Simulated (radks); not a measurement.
The numbers below are computed, except where a source is named.
Task: Code: a radial shooting solver on a logarithmic mesh with Libxc functionals. Model: scalar-relativistic Kohn-Sham, LDA (Slater exchange, Perdew-Wang correlation), spin-polarised, spherical densities, finite nucleus; open shells are filled with parallel spins first (spin-orbit coupling, left out, can overturn this in heavy ions); Fermi nuclear charge, rms radius of each element as measured or else 0.836 A^(1/3) + 0.57 fm. Response by self-consistent Sternheimer equations with the Hartree and adiabatic LDA kernel, the relativistic mass of each level held fixed and spin-orbit coupling left out. For heavy and open-shell atoms this level of theory can miss by tens of per cent. Estimate the static dipole polarisabilities of P+ ([Ne] 3s2 3p2) and Zr2+ ([Kr] 4d2) and the C6 coefficients of the three pairs.

Result: alpha = 14.35 and 12.73 bohr^3; C6 = 73.68 (P+-P+), 66.76 (P+-Zr2+), 62.65 (Zr2+-Zr2+) hartree bohr^6.
